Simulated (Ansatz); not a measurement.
`C[S][Ge][F]` + H₂ → `[F][GeH]` + CH₃SH at 700 K and 1 bar (hydrogenolysis of a Ge–S bond).

Program: Ansatz. Geometries: PBE0-D4/def2-TZVP. ΔE: electronic, gas phase. CBS: MP2 limit from def2 TZ/QZ plus the TZ coupled-cluster correction, frozen cores. This one scheme is used for every species. For Ge outer-core shells are correlated without core-valence functions, which leaves a few kJ/mol of doubt a bond. Scalar relativity is left out up to krypton. Each species was taken in one conformer, which may not be the lowest.

```
      species  CCSD(T)/CBS energy (Eh)  H − E (kJ/mol)  S (J/(mol·K))
`C[S][Ge][F]`              -2613.59497           166.7          418.3
           H₂                 -1.17544            46.8          155.3
   `[F][GeH]`              -2176.50038            48.7          290.8
        CH₃SH               -438.22835           160.2          309.0
```

H − E and S are ideal-gas, rigid-rotor, harmonic terms from PBE0-D4/def2-TZVP, for one conformer and one mirror image of each species. The MP2-based limit puts H₂ 0.8 mEh under its directly extrapolated value; such offsets cancel only in part. 1 Eh = 2625.50 kJ/mol, R = 8.31446 J/(mol·K).

Problem. By hand: ΔE, ΔH, ΔS and ΔG.

Solution. ΔE = (-2176.50038) + (-438.22835) − (-2613.59497) − (-1.17544) = 0.04168 Eh = 109.4 kJ/mol. Δ(H − E) = 48.7 + 160.2 − 166.7 − 46.8 = -4.6, so ΔH = 104.8 kJ/mol. ΔS = 290.8 + 309.0 − 418.3 − 155.3 = 26.2 J/(mol·K). ΔG = 104.8 − 700 × (26.2)/1000 = 86.5 kJ/mol.

Problem. By hand: the equilibrium constant, and the temperature at which ΔG would vanish if ΔH and ΔS stayed fixed.

Solution. log₁₀ K = −ΔG/(RT ln 10) = -6.5. ΔG = 0 at ΔH/ΔS = 4000 K, far beyond where these terms or the molecules hold.

ΔH outweighs TΔS. A doubt of 5 kJ/mol in ΔE shifts log₁₀ K by 0.4 here. Other conformers and mirror images would add mixing entropy, several J/(mol·K) or more a flexible species. These are equilibria of isolated gas molecules and say nothing of rates. Largest T1 diagnostic: 0.015 (customary marks: 0.02 for closed shells, 0.045 for open ones).
